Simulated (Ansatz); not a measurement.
Consider the redistribution: `[ZnH][O][SiH2]Br` + `F[SiH3]` → `[F][ZnH]` + `[SiH3]O[SiH2]Br`.

Calculated with Ansatz (gas phase, PBE0-D4/def2-TZVP geometries, no zero-point term in ΔE). CBS: MP2 limit from def2 TZ/QZ plus the TZ coupled-cluster correction, frozen cores. This one scheme is used for every species. Functionals use def2-TZVPP. B3LYP here is the variant with VWN-RPA as its local correlation; programs differ in this. HSE06 is defined as in plane-wave codes. For Br, Zn outer-core shells are correlated without core-valence functions, which leaves a few kJ/mol of doubt a bond. Scalar relativity is left out up to krypton. One conformer a species, not always the lowest.

`[ZnH][O][SiH2]Br`:

```xyz
7

Zn   -1.756   -0.350   -0.769
O    -0.074    0.244   -0.981
Si    1.073    0.305    0.139
Br    0.204   -0.501    2.060
H    -3.190   -0.822   -0.716
H     2.232   -0.563   -0.175
H     1.511    1.687    0.443
```

`F[SiH3]`:

```xyz
5

F    -0.646    1.204    0.753
Si    0.017   -0.031   -0.019
H     1.441   -0.121    0.380
H    -0.101    0.213   -1.476
H    -0.710   -1.264    0.363
```

`[F][ZnH]`:

Cartesian coordinates in Å:
```
F 0.154 -0.479 1.591
Zn -0.007 0.023 -0.077
H -0.147 0.456 -1.514
```

`[SiH3]O[SiH2]Br`:

Z-matrix (Å, degrees):
```
Si
O 1 1.645
H 1 1.485 2 109.9
H 1 1.483 2 110.0 3 -120.8
H 1 1.482 2 107.3 3 119.5
Si 2 1.619 1 145.5 3 56.4
Br 6 2.221 2 110.2 1 29.0
H 6 1.477 2 109.1 1 147.2
H 6 1.479 2 110.5 1 -89.0
```

| level | ΔE (kJ/mol) | difference from CCSD(T)/CBS |
| --- | --- | --- |
| LDA (SPW92) | 24.8 | -0.6 |
| revPBE-D4 | 18.5 | -6.9 |
| BLYP-D4 | 16.9 | -8.5 |
| r2SCAN-D4 | 24.4 | -1.0 |
| B97M-V | 22.1 | -3.3 |
| PBE0-D4 | 22.3 | -3.1 |
| B3LYP-D4 | 19.0 | -6.4 |
| r2SCANh-D4 | 24.7 | -0.7 |
| r2SCAN0-D4 | 25.1 | -0.3 |
| HSE06-D4 | 22.4 | -3.0 |
| BHLYP-D4 | 20.9 | -4.5 |
| CAM-B3LYP-D4 | 19.4 | -6.0 |
| ωB97X-V | 21.9 | -3.5 |
| ωB97M-V | 23.7 | -1.7 |
| B2PLYP | 24.4 | -1.0 |
| PBE-QIDH | 27.0 | 1.6 |
| PBE | 21.8 | -3.6 |
| revPBE | 20.7 | -4.7 |
| BLYP | 19.1 | -6.3 |
| r2SCAN | 25.0 | -0.4 |
| PBE0 | 23.6 | -1.8 |
| B3LYP | 21.0 | -4.4 |
| r2SCANh | 25.4 | 0.0 |
| r2SCAN0 | 25.7 | 0.3 |
| HSE06 | 23.7 | -1.7 |
| CAM-B3LYP | 20.8 | -4.6 |
| LC-ωPBE | 20.6 | -4.8 |
| RPA@PBE/def2-TZVPP | 28.8 | 3.4 |
| HF/def2-SVP | 26.5 | 1.1 |
| MP2/def2-SVP | 37.2 | 11.8 |
| CCSD/def2-SVP | 32.8 | 7.4 |
| CCSD(T)/def2-SVP | 34.6 | 9.2 |
| HF/def2-TZVPP | 22.6 | -2.8 |
| MP2/def2-TZVPP | 29.9 | 4.5 |
| SCS-MP2/def2-TZVPP | 28.6 | 3.2 |
| CCSD(T)/def2-TZVPP | 28.5 | 3.1 |
| HF/def2-QZVPP | 20.5 | -4.9 |
| SCS-MP2/def2-QZVPP | 26.1 | 0.7 |
| MP2/CBS(def2) | 26.8 | 1.4 |
| CCSD/CBS(def2) | 23.9 | -1.5 |
| CCSD(T)/CBS | 25.4 | 0 |

Largest T1 diagnostic among the species: 0.018.

From BLYP to BHLYP (50 % exact exchange), in def2-TZVPP and without D4, ΔE moves by +3.1 kJ/mol. At CCSD(T), def2-SVP lies +9.2 kJ/mol from the extrapolated value and def2-TZVPP +3.1 kJ/mol. Leaving LDA and LC-ωPBE aside and taking each functional with its dispersion term where it has one, the values spread over 10.1 kJ/mol, from BLYP-D4 to PBE-QIDH. LDA lies +3.0 kJ/mol from PBE without D4.
